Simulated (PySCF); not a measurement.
Rh⁺: ionisation energy

Rh⁺ [Kr] 4d8 (3F) → Rh²⁺ [Kr] 4d7 (4F), as a difference of total energies. All numbers are calculated (PySCF 2.14, scalar relativity by spin-free X2C-1e, in x2c-TZVPPall (8s6p6d2f1g, 79 functions)). Correlated levels: valence: [Kr] frozen. The calculations carry no spin-orbit coupling.

Question: Order these methods by the ionisation energy they give, lowest first.
A. CCSD (valence)
B. UHF
C. CCSD(T) (valence)
D. MP2 (valence)

Answer: B (16.151 eV), A (17.644 eV), C (17.732 eV), D (17.833 eV).

The reference lies between the lowest fine-structure levels, while these numbers refer to the centres of the terms.

Errors of the correlated levels include the incompleteness of this basis and the frozen core.

For comparison: 18.08 eV (semi-empirical (NIST evaluation); NIST Atomic Spectra Database, ionization energies).
